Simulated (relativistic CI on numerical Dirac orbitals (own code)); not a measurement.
What each ingredient does to the levels of Ru20+

Base calculation: Dirac-Coulomb-Breit CI, KLI orbitals optimised for each configuration, QED by a radiative potential, unscaled Slater integrals.

Configuration list (outside the closed core [Ne]): 3s²3p⁶3d⁶, 3s²3p⁵3d⁷, 3s²3p⁴3d⁸, 3s3p⁶3d⁷, 3p⁶3d⁸, 3s3p⁵3d⁸, 3s²3p⁶3d⁵4s, 3s²3p⁶3d⁵4p, 3s²3p⁶3d⁵4d, 3s²3p⁶3d⁵4f, 3s²3p⁴3d⁷4s, 3s²3p⁵3d⁶4s, 3s²3p⁶3d⁴4s², 3s²3p⁴3d⁷4p, 3s²3p⁵3d⁶4p, 3s²3p⁶3d⁴4s4p, 3s²3p⁶3d⁵5s, 3s²3p⁴3d⁷4d, 3s3p⁵3d⁷4s, 3s²3p⁶3d⁵5p, 3s3p⁶3d⁶4s, 3s²3p⁵3d⁵4s², 3s²3p⁶3d⁵5f, 3s3p⁶3d⁶4p, 3p⁶3d⁷4s, 3s²3p⁶3d⁵6s, 3p⁶3d⁷4p, 3s3p⁶3d⁵4s², 3p⁶3d⁶4s². Levels of other configurations are missing.

Variants: (1) configuration mixing switched off; (2) QED terms removed. Shifts of the energy above 3s²3p⁶3d⁶ ⁵D4, in cm⁻¹, for the lowest level and the first level of each name with at least 55 % of one term (blank where a level changes its place among those of its configuration and J or its character, or is not in the variant):

```
        Level      Base     Δ(1)    Δ(2)
3s²3p⁶3d⁶ ⁵D4       0.0      0.0     0.0
3s²3p⁶3d⁶ ⁵D3   21591.4   -365.5   -82.1
3s²3p⁶3d⁶ ⁵D2   23345.8  +1622.1   -33.2
3s²3p⁶3d⁶ ⁵D1   33610.7   +692.9   -97.4
3s²3p⁶3d⁶ ⁵D0   35403.9  +1130.6   -90.9
3s²3p⁶3d⁶ ³P2   81160.6  +7215.0   -88.3
3s²3p⁶3d⁶ ³H6   87454.6  -4257.1   -55.9
3s²3p⁶3d⁶ ³H5   88062.6  -2664.8   -46.2
3s²3p⁶3d⁶ ³F3   99200.8  +2792.8   -72.1
3s²3p⁶3d⁶ ³F2  102325.5  +4755.9   -63.6
3s²3p⁶3d⁶ ³H4  112131.2           -142.6
3s²3p⁶3d⁶ ³G5  126153.6  -2121.3  -159.9
3s²3p⁶3d⁶ ³G4  128688.5   +696.1  -122.1
3s²3p⁶3d⁶ ³D2  133323.0  +5768.9   -85.2
```

At this charge energies of transitions that change n are usually good to better than 1 %, and those within a shell (Δn = 0) to a few per cent. Terms inside the open d or f shell come out 10 to 20 % too wide with unscaled integrals.

Ionisation energy from the two ground configurations alone: base 904.825 eV. The NIST ASD value (theoretical) is 905 eV.

LS names give the leading component of a level, which can be under half, so a name can repeat, a term be missing and a line seem to break the LS rules.
